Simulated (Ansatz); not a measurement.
**Calibrating HF/def2-TZVPP on molecular compounds of Mg**

The vertical ionisation energy (cation less neutral) in eV of 8 molecular compounds of Mg: x at HF/def2-TZVPP, y at CCSD(T)/def2-TZVPP. Shapes, held fixed at every level: PBE0-D4/def2-TZVP. Programs: Ansatz 0.2.0.

| molecule | x (eV) | y (eV) |
| --- | --- | --- |
| Mg(NH2)Br | 7.64 | 9.12 |
| Mg(NH2)Cl | 7.67 | ? |
| CH4MgO (SMILES C[O][MgH]) | 8.27 | 9.67 |
| MgH(SH) | 8.34 | 9.42 |
| MgSi3NH9O (SMILES [SiH3][O][Mg][N]([SiH3])[SiH3]) | 8.37 | 9.62 |
| Mg(SH)Cl | 8.71 | 9.78 |
| Mg(SH)F | 8.74 | 9.82 |
| MgHCl (SMILES [MgH][Cl]) | 9.96 | 10.85 |

Task: Fit y = c + s·x to the known rows and predict y for Mg(NH2)Cl.

Result: 
1. Means of the 7 rows: x = 8.5757, y = 9.754.
2. Σ(Δx)² = 3.0282, Σ(Δx·Δy) = 2.2567, so the slope is 2.2567/3.0282 = 0.74523.
3. Intercept: 9.754 − (0.74523) × 8.5757 = 3.363. The largest residual of the fit is 0.16.
4. Mg(NH2)Cl: 3.363 + 0.74523 × 7.67 = 9.08 eV.

CCSD(T)/def2-TZVPP gives 9.15 eV, so the prediction is off by -0.07 eV, within the largest residual. Uncorrected, HF/def2-TZVPP misses Mg(NH2)Cl by -1.48 eV, and the other rows by 1.18 on average. The line removes about 95 % of this miss. Left out in turn, the other rows are missed by 0.13 eV on average, so much of the error is systematic among these molecules. Cations run unrestricted. Relativity is left out for Br. Outer-core shells of Br, Mg are correlated, in sets that cover them unevenly.
